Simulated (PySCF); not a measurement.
1-fluorocyclopenta-1,3-diene (C5H5F), SMILES FC1=CC=CC1. Atoms are numbered in the order given.

```xyz
11

F      0.0005     2.0542     0.0000
C     -0.0672     0.7241     0.0000
C     -1.1791    -0.0380     0.0000
C     -0.7401    -1.4422     0.0000
C      0.6110    -1.5114     0.0000
C      1.1754    -0.1140     0.0000
H     -2.2083     0.3183     0.0000
H     -1.4249    -2.2919     0.0000
H      1.2211    -2.4142     0.0000
H      1.8040     0.0943     0.8854
H      1.8040     0.0943    -0.8854
```

The structure is a stationary point at B3LYP-D3(BJ)/def2-SVP. One conformer was computed; it need not be the lowest.

All values below come from PBE/def2-TZVP run with PySCF.

Isolated molecule, no solvent.

Q: Estimate the frontier levels, gap, dipole moment and polarisability. (Estimate from the structure and the level; the computed values follow.)

A: 
```
Quantity                                                                                                       Result
---------------------------------------------------------------------------------------------  ----------------------
highest occupied level                                                                                       -5.21 eV
lowest empty level                                                                                           -1.54 eV
orbital gap                                                                                                   3.67 eV
dipole moment                                                                                                  1.03 D
quadrupole, principal values (traceless, Buckingham form, about the centre of nuclear charge)  -2.95, -2.83, 5.78 D·Å
mean static polarisability                                                                       56.2 bohr³ (8.32 Å³)
polarisability, principal values                                                               37.7, 63.7, 67.1 bohr³
```
